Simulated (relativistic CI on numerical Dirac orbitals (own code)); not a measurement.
# Ho²⁺: M4,5 absorption edge

Computed with this model: Dirac-Coulomb-Breit CI, orbitals from a KLI potential per configuration, a model potential for QED, valence Slater integrals scaled by 0.9, multiplet model of core-to-valence dipole absorption; configurations [Xe] 4f11 → [Ar] 3d9 4s2 4p6 4d10 4f12 5s2 5p6; 300 K; Lorentzian 0.9 eV and Gaussian 0.4 eV FWHM. Energies are those of the free ion, without screening or charge transfer. The branching ratio is the share of the lower-energy edge in the whole absorption, uncertain by about 0.02 where the edges overlap. S is read from ⟨S²⟩ = S(S + 1).

Case free ion, the dichroism is that of the ground state at zero temperature, magnetised by magnetic field 10 T along z. The dichroism I(Δm = −1) − I(Δm = +1), over the sum of the three polarisations, integrates to -0.6086 on the lower edge and -0.0597 on the upper edge. The branching ratio is 0.923.

(1) Use the orbital sum rule with 3 holes to get ⟨Lz⟩.

Results:

(1) For a d → f edge ⟨Lz⟩ = 3 × n_h × (sum of both integrals) in this sign convention = -6.02; the ground state itself has ⟨Lz⟩ = -6.02 and ⟨Sz⟩ = -1.48. The rule assumes one radial integral for both edges, which relativistic orbitals only approach.
